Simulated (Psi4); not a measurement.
ClF, singlet, geometry from GFN2-xTB. Base run: Psi4 with B3LYP/STO-3G.

Psi4 was given this input:
```
memory 2 GB

molecule {
0 1
  F    -0.00000000   -0.00000000   -1.09952052
  Cl    0.00000000    0.00000000    0.58209910
}

set basis sto-3g

energy('b3lyp')
print_variables()
```

Each row names what was changed in the base input (with any setting that the change needs).

```csv
change,basis functions,E (Eh),dipole (D)
base,14,-553.48531,0.51
basis = 3-21G,[?],[?],[?]
basis = cc-pVDZ,32,-559.97125,1.14
basis = def2-SV(P),32,[?],[?]
basis = pcseg-1,32,-559.93197,1.19
basis = cc-pV(D+d)Z,[?],[?],1.14
basis = aug-pcseg-1,50,-559.94032,1.04
basis = 6-311++G**,52,-560.01135,1.29
basis = cc-pV(T+d)Z,69,-560.03247,1.07
basis = def2-TZVPP,73,-560.03206,1.11
basis = cc-pVQZ,[?],[?],[?]
basis = def2-QZVPP,127,-560.05354,1.04
basis = def2-QZVP,127,-560.05354,1.04
```

Question: Complete the blanks.

Answer: 
- basis = 3-21G, basis functions: 22
- basis = 3-21G, E (Eh): -557.20082
- basis = 3-21G, dipole (D): 0.82
- basis = def2-SV(P), E (Eh): -559.73670
- basis = def2-SV(P), dipole (D): 1.24
- basis = cc-pV(D+d)Z, basis functions: 37
- basis = cc-pV(D+d)Z, E (Eh): -559.97383
- basis = cc-pVQZ, basis functions: 114
- basis = cc-pVQZ, E (Eh): -560.04616
- basis = cc-pVQZ, dipole (D): 1.03

Totals compare only among sets that treat the same electrons; sets with core potentials leave the core out.
